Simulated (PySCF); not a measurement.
**Atomic charges by several schemes**

Species: 1,1-dichloro-2,2,2-trifluoroethane, C₂HCl₂F₃.
Cartesian coordinates in Å at the PBE0-D3(BJ)/def2-SVP level; atoms count from 1:
```xyz
8
C2HCl2F3 angstrom
F      0.443   -0.780    1.483
C      0.644   -0.394    0.234
F      0.860   -1.471   -0.515
F      1.735    0.365    0.191
C     -0.550    0.389   -0.326
Cl    -1.988   -0.633   -0.346
Cl    -0.794    1.867    0.602
H     -0.318    0.668   -1.362
```

Density: PBE0/pcSseg-1 (PySCF); schemes: Mulliken, IAO, Hirshfeld and ESP-fitted. Isolated species at its PBE0-D3(BJ)/def2-SVP geometry, gas phase.

Question: Which atoms carry the highest charge in the Mulliken, IAO, Hirshfeld and ESP-fitted schemes?

Answer: All schemes agree: Mulliken C2 (+0.843); IAO C2 (+0.810); Hirshfeld C2 (+0.243); ESP-fitted C2 (+0.594).

Question: At which atom do the 4 schemes differ most?

Answer: At C5: from -0.641 (ESP-fitted) to +0.001 e (Hirshfeld), 0.642 e apart.

Question: What partial charge does each atom carry?

Answer: In e:

```
atom              environment  Mulliken     IAO  Hirshfeld  ESP-fitted
  F1  fluorine of a CF3 group    -0.238  -0.260     -0.080      -0.129
  C2               CF3 carbon    +0.843  +0.810     +0.243      +0.594
  F3  fluorine of a CF3 group    -0.249  -0.269     -0.082      -0.155
  F4  fluorine of a CF3 group    -0.248  -0.268     -0.082      -0.155
  C5             CHCl2 carbon    -0.299  -0.161     +0.001      -0.641
 Cl6           alkyl chlorine    -0.016  -0.027     -0.030      +0.061
 Cl7           alkyl chlorine    -0.015  -0.026     -0.030      +0.061
  H8         methine hydrogen    +0.222  +0.201     +0.059      +0.363
```

Mean size of the charges over all atoms: ESP-fitted 0.270 e, Mulliken 0.266 e, IAO 0.253 e, Hirshfeld 0.076 e. Each set sums to the total charge, 0, to within 0.001 e. The Mulliken scheme counts on each atom the diagonal of the density matrix times the overlap matrix over that atom's basis functions. The Hirshfeld scheme weights the molecular density at each point by an atom's share of the summed free-atom densities.

Question: Sum the charges by element, for elements with more than one atom.

Answer: 
```json
{"element": "F", "atoms": "3", "Mulliken": "-0.735", "IAO": "-0.797", "Hirshfeld": "-0.244", "ESP-fitted": "-0.439"}
{"element": "C", "atoms": "2", "Mulliken": "+0.543", "IAO": "+0.649", "Hirshfeld": "+0.245", "ESP-fitted": "-0.046"}
{"element": "Cl", "atoms": "2", "Mulliken": "-0.031", "IAO": "-0.052", "Hirshfeld": "-0.060", "ESP-fitted": "+0.122"}
```

Question: How many electrons does the Hirshfeld scheme count on Cl6?

Answer: Z − q = 17 − (-0.030) = 17.030.
